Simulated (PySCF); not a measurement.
As3F3Ga3H3: core ionisation energies

Compound: (FGaAsH)3 ring, As₃F₃Ga₃H₃.
Geometry (PBE0-D3(BJ)/def2-SVP, Å), atoms numbered from 1 in this order:
```
atom  x, y, z in Å
Ga1   -1.2117    1.3365   -0.2373
F2    -1.0771    3.0192   -0.7379
As3   -1.4843    1.0149    2.1497
Ga4   -0.3490   -1.0529    1.6793
F5    -1.4967   -2.3712    1.4090
As6    1.8357   -1.7620    0.9724
Ga7    1.0404   -1.0144   -1.1992
F8     2.2813   -0.9796   -2.4477
As9   -1.1383   -0.3225   -1.9759
H10   -0.1694    1.7788    2.3153
H11    2.4169   -0.3531    1.1280
H12   -0.5322    0.6235   -3.0047
```

The calculation used delta-SCF UKS SCAN, pcX-2 on the ionised atom, pcseg-1 elsewhere, spin-free X2C (PySCF). These are vertical core ionisation energies against the vacuum level, from separate self-consistent calculations with and without the core hole.

Problem. List the computed XPS lines with their assignment.

Solution. 
```
 atom(s)  bonded to  level  binding energy (eV)  count
F2/F5/F8         Ga   F 1s               690.49      3
```

Problem. Which photon wavelength matches the F 1s of F2 (atom 2)/F5/F8 threshold?

Solution. λ = hc/E = 12398.42 eV Å / 690.49 eV = 17.956 Å.

Topologically equivalent atoms share the value of their first member; where this conformer doesn't relate them by symmetry, their own values could differ. No level of arsenic or gallium is listed. Geometry: PBE0-D3(BJ)/def2-SVP, one conformer, isolated molecule.
